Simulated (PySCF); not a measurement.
**Trend along the chalcogens: MAl molecules**

PBE0 with double-zeta basis sets in PySCF, for the lowest determinant that a PBE0 search found; no spin–orbit coupling. De refers to high-spin ground-configuration atoms. A positive dipole means M(−)Al(+).

```csv
M,basis,state (unpaired electrons),Re (Å),ωe (cm⁻¹),De (eV),μ (D)
O,cc-pV(D+d)Z/cc-pVDZ,doublet (σ ↑),1.630,942,4.81,3.89
S,def2-SVP,doublet (σ ↑),2.034,631,4.18,3.62
Se,pcseg-1,doublet (σ ↑),2.164,487,3.76,3.52
Te,def2-SVP,doublet (σ ↑),2.372,405,3.16,2.87
```

The shortest bond is that of AlO (1.630 Å), the longest that of AlTe (2.372 Å). AlO is bound most strongly (4.81 eV) and AlTe least (3.16 eV).

The rows differ in basis set, which adds steps of its own.

Relativity is treated differently too: O no relativity; S no relativity; Se no relativity; Te scalar-relativistic core potentials.

Down a group bonds as a rule get longer and wavenumbers fall, partly through the reduced mass; this series shows no clear exception.

These are scalar-relativistic numbers at best; spin–orbit coupling would shift them, the dissociation energy most. States were picked by a PBE0 search and need not be the measured ground states.
